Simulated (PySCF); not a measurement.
Vertical excitations of a molecule CH₆ClFSi₃ from TDA-LC-ωPBE/def2-SVPD in PySCF, as energy in eV (oscillator strength): 5.50 (0.012), 6.69 (0.027), 6.81 (0.213), 7.18 (0.184), 7.26 (0.074), 7.48 (0.129), 7.65 (0.089), 7.71 (0.011), 8.01 (0.003), 8.29 (0.042). Lowest triplet (TDA): 4.74 eV. Coordinates come from a r2SCAN-D4/def2-SVP optimisation. One conformer was computed; it need not be the lowest.

Identify the compound among the candidates.
A) F[Si@]1(Cl)C[SiH2][SiH2]1
B) F[Si]1(Cl)[SiH2]C[SiH2]1
C) F[Si@H]1C[Si@@H](Cl)[SiH2]1
D) F[C@H]1[SiH2][Si@@H](Cl)[SiH2]1

A, F[Si@]1(Cl)C[SiH2][SiH2]1
